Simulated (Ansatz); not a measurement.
Saddle point of BH5OF2, singlet (BH₂F ([BH2][F]) + H₂O + HF → BH₃O ([BH2][OH]) + HF + HF; bonds formed: F2–H7, H5–F8; dative contacts that become bonds: B1–O6; bonds broken: B1–F2, H5–O6, H7–F8), PBE0-D4/def2-TZVP structure:

B1  (-0.759, -0.233, -0.551)
F2  (0.497, 0.790, -1.049)
H3  (-0.505, -1.227, -1.161)
H4  (-1.735, 0.414, -0.793)
H5  (0.822, -0.243, 0.973)
O6  (-0.461, -0.376, 0.877)
H7  (1.257, 0.550, -0.391)
F8  (1.811, 0.056, 0.683)
H9  (-0.928, 0.270, 1.413)
(Å)

Energies are electronic, without zero-point energy. Barriers and step energies count from the start structure reached by relaxing down the imaginary mode; all methods use the PBE0-D4 structures, on which another method's saddle can fall below an end. Ansatz 0.2.0; basis: def2-TZVPP, with def2-QZVPP for the basis limit; cores frozen in the correlated methods. B3LYP uses VWN-RPA correlation. Extrapolation: Hartree–Fock as exp(−7.88 √X), correlation as X^−2.97.

```tsv
method	barrier (kcal/mol)	step energy (kcal/mol)
SPW92	?	14.32
PBE-D4	9.41	8.34
BLYP-D4	10.80	5.71
r2SCAN-D4	10.75	9.18
B97M-V	15.30	8.60
PBE0-D4	11.80	8.80
B3LYP-D4	12.45	6.57
r2SCAN0-D4	12.45	9.28
BHLYP-D4	15.27	7.05
CAM-B3LYP-D4	?	8.08
wB97X-V	12.94	8.12
wB97M-V	13.11	8.30
B2PLYP	12.97	6.90
PBE-QIDH	13.12	8.94
RPA on PBE	?	7.69
HF	21.43	3.25
MP2	12.63	7.69
CCSD	14.93	7.24
CCSD(T)	13.56	7.76
```

(1) Fill in the withheld barriers. (Judge from chemistry; the value comes from the calculation.)

T1 diagnostic: at most 0.012.

## Answers

(1) The calculation gives: CAM-B3LYP-D4 12.21; RPA on PBE 12.70; SPW92 4.89 kcal/mol. Each is the energy of the saddle less that of the start structure, by the same method.

For comparison, the barrier by CCSD(T) at an estimated basis limit (MP2 extrapolated from triple and quadruple zeta, plus CCSD(T) − MP2 in triple zeta) is 14.26 kcal/mol.

Labels in which every atom is bracketed show which atoms are joined, not bond orders.

For scale, one of the runs: CCSD(T)/def2-TZVPP, 194 basis functions (an equivalent command: `ansatz run in.yaml --threads 4`). Time: 33 s of wall clock on 4 CPU threads; the host was shared. Peak host memory: 2.5 GiB.
